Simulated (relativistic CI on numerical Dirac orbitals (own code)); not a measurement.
**Pr2+: 3d photoemission**

Computed with this model: Dirac-Coulomb-Breit CI, orbitals from a KLI potential per configuration, model QED (radiative potential, 1s self-energy scaled to tabulated hydrogen-like ionisation energies), valence Slater integrals scaled by 0.7, multiplet model of photoemission in the sudden approximation; configurations [Xe] 4f3 → [Ar] 3d9 4s2 4p6 4d10 4f3 5s2 5p6; 300 K; Lorentzian 0.9 eV and Gaussian 0.7 eV FWHM. Energies are those of the free ion, without screening or charge transfer. The energies are binding energies and can lie tens of eV above those of solids. S is read from ⟨S²⟩ = S(S + 1).

free ion: ground-state S = 1.47, centroid 954.63 eV. Peaks (eV, height): 946.0 (100), 966.6 (42), 969.6 (14).

Strongest unbroadened transitions for free ion:

```tsv
Energy (eV)	Relative strength
945.64	42.6
945.66	35.0
945.68	38.5
945.80	25.4
946.00	16.3
946.09	100.0
946.32	37.2
946.35	60.4
946.42	8.0
946.73	13.1
965.93	85.4
966.47	10.1
966.81	45.9
966.85	19.1
967.31	14.1
967.41	17.2
969.57	10.1
969.80	18.8
```
